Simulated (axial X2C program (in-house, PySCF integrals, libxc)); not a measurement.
## Potential curves of YTe⁺, with spin–orbit coupling

All values were computed with an axial X2C code built on PySCF integrals. Two-component (2c) means X2C with spin–orbit coupling and atomic mean-field two-electron Coulomb and Gaunt terms. Basis: Te dyall-cv3z [11s12p8d4f1g], Y dyall-cv3z [11s12p9d6f3g] (cores contracted in-house); Gaussian nuclei, density fitting, unrestricted open shells. Masses: Te 129.906 u, Y 88.906 u.

State: Ω = 0 (closed shell). Energies in eV from the lowest point of each curve. Fits are polynomials in 1 − R0/R over 0.85 to 1.23 times the lowest point R0.

```
 R (Å)  PBEsol
2.2411  1.4006
2.3442  0.5829
2.4214  0.2326
2.4987  0.0513
2.5760  0.0000
2.6662  0.0629
2.7563  0.2209
2.8722  0.5167
3.0139  0.9583
3.2200  1.6534
```

Occupations by symmetry block were frozen at the best pattern of an incomplete PBE0 search. The closed shell is kept restricted, so the energy runs too high when the bond is stretched far.

Q: Fit the PBEsol curve near its minimum: give the equilibrium distance and the harmonic wavenumber.

A: At PBEsol, 2c: Re = 2.574 Å, ωe ≈ 292 cm⁻¹; Be follows as 0.0482 cm⁻¹.
